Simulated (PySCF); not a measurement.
BrClFHOSi, SMILES O[Si](F)(Br)Cl.

The structure is a stationary point at B3LYP-D3(BJ)/def2-SVP. This is a generated structure with no PubChem entry under its InChIKey; it may be hypothetical. The values are those of a single conformer.

Two levels are set side by side: PBE/def2-TZVP (PySCF) and M06-2X/def2-TZVP (PySCF). Same geometry, gas phase. Differences are taken from unrounded values.

```tsv
quantity	M06-2X	PBE	PBE minus M06-2X
orbital gap (eV)	10.86	6.36	-4.50
highest occupied level (eV)	-10.35	-7.73	2.62
lowest empty level (eV)	0.51	-1.37	-1.88
dipole moment (D)	1.78	1.70	-0.09
mean polarisability (bohr³)	54.5	57.4	2.9
```

PBE's occupied levels lie high since its potential decays too fast outside the molecule; exact exchange lowers them and widens the gap. Loosely held outer electrons make PBE densities more polarisable. Differences between two approximate levels are no errors against the true value.

Rough cost on one machine, each run with all the roots and properties that it gave: M06-2X against PBE about 3 times.
